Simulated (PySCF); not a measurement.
Static response to an electric field

Species: adamantane, C10H16.
Cartesian coordinates in Å at the PBE0-D3(BJ)/def2-SVP level; atoms count from 1:
```
atom  x, y, z in Å
C1    -1.3471   -0.8019    0.1090
C2    -1.2875    0.6992   -0.1936
C3    -0.6270    1.4283    0.9813
C4     0.7929    0.8908    1.1911
C5     0.7285   -0.6108    1.4909
C6     0.0710   -1.3442    0.3171
C7     0.8955   -1.1105   -0.9531
C8     0.9601    0.3899   -1.2586
C9    -0.4602    0.9284   -1.4630
C10    1.6157    1.1195   -0.0812
H11   -1.9577   -0.9827    1.0103
H12   -1.8385   -1.3365   -0.7220
H13   -2.3090    1.0873   -0.3428
H14   -1.2243    1.2879    1.8985
H15   -0.5957    2.5136    0.7838
H16    1.2659    1.4169    2.0372
H17    1.7442   -1.0062    1.6634
H18    0.1553   -0.7877    2.4171
H19    0.0255   -2.4244    0.5349
H20    0.4440   -1.6509   -1.8027
H21    1.9142   -1.5144   -0.8226
H22    1.5535    0.5558   -2.1733
H23   -0.4261    2.0048   -1.7037
H24   -0.9362    0.4243   -2.3215
H25    1.6872    2.1993   -0.2972
H26    2.6468    0.7540    0.0640
```

Level: wB97X-D/def2-SVPD (PySCF), static field, nuclei fixed, core orbitals frozen in the response. The polarisability tensor in these axes (au):

```
x   104.51  -0.02   0.01
y    -0.02 104.51  -0.01
z     0.01  -0.01 104.49
```

Problem. Give the principal values, the mean and the anisotropy Δα = √{½[(α1 − α2)² + (α2 − α3)² + (α1 − α3)²]}.

Solution. Principal values 104.48, 104.49 and 104.53 au; mean 104.50 au = 15.49 Å³ = 17.23 × 10⁻⁴⁰ C²·m²/J; Δα = 0.05 au (0 % of the mean). Point group Td makes the tensor isotropic, so any spread comes from the grid or from a geometry that is symmetric only within 0.08 Å.

Problem. What is the dipole moment?

Solution. 0.00 D; point group Td allows none.

Problem. Find the Langevin capture rate constant for H3+ (3.023 u) meeting this molecule (136.125 u), k = 2.342 × 10⁻⁹ cm³/s × √(α in Å³ / reduced mass in u).

Solution. The reduced mass is 2.96 u, so k = 5.36 × 10⁻⁹ cm³/s.

Problem. Molar refractivity from α?

Solution. Lorentz–Lorenz: R = (4π/3)N_A α = 2.5225 cm³/(mol·Å³) × 15.49 Å³ = 39.1 cm³/mol, in the limit of long wavelengths.

Problem. In TDDFT the mean static polarisability is Σ f/ω² over all singlet excitations (ω in hartree). How much of it do the 10 lowest give? Their energies (eV) and oscillator strengths: 7.98, 0.0075; 7.98, 0.0075; 7.99, 0.0074; 8.80, 0.0000; 8.80, 0.0000; 8.80, 0.0000; 8.84, 0.0000; 8.85, 0.0000; 8.85, 0.0000; 8.92, 0.1334.

Solution. They add up to 1.50 au, 1.4 % of the 104.50 au; the largest single term is 1.24 au, from the state at 8.92 eV. Terms in order: 0.09, 0.09, 0.09, 0.00, 0.00, 0.00, 0.00, 0.00, 0.00, 1.24 au. Higher excitations give the rest. The strengths listed sum to 0.156.

Isolated species at its PBE0-D3(BJ)/def2-SVP geometry, gas phase.

These values come from a run that also computed excited states and ΔSCF ions. Hardware: an Arm Neoverse V2 with one thread, shared host. Cost: 5.7 min wall.
